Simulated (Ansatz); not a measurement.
Basis-set series for C2H6Cl2NY, SMILES `C[N](C)[Y]([Cl])[Cl]`. Total charge 0; spin multiplicity 1. Y: def2 effective core potential. The structure was optimised at the PBE0-D4/def2-TZVP level. It is one conformer, not always the lowest.

```json
{"functional": "PBE0-D4", "basis": "def2-TZVPP", "functions": "317", "energy (Eh)": "-1093.11936", "HOMO (eV)": "-6.66", "LUMO (eV)": "-2.16"}
{"functional": "PBE0-D4", "basis": "def2-QZVPP", "functions": "572", "energy (Eh)": "-1093.15665", "HOMO (eV)": "-6.67", "LUMO (eV)": "-2.16"}
{"functional": "ωB97M-V", "basis": "def2-TZVPP", "functions": "317", "energy (Eh)": "-1093.39927", "HOMO (eV)": "-8.89", "LUMO (eV)": "-0.77"}
{"functional": "ωB97M-V", "basis": "def2-QZVPP", "functions": "572", "energy (Eh)": "-1093.43499", "HOMO (eV)": "-8.91", "LUMO (eV)": "-0.81"}
```

Give the rows for def2-SVP. (Best estimate.)

Ansatz gave: 
```csv
functional,basis,functions,energy (Eh),HOMO (eV),LUMO (eV)
PBE0-D4,def2-SVP,139,-1092.65232,-6.61,-2.15
ωB97M-V,def2-SVP,139,-1092.92772,-8.83,-0.71
```
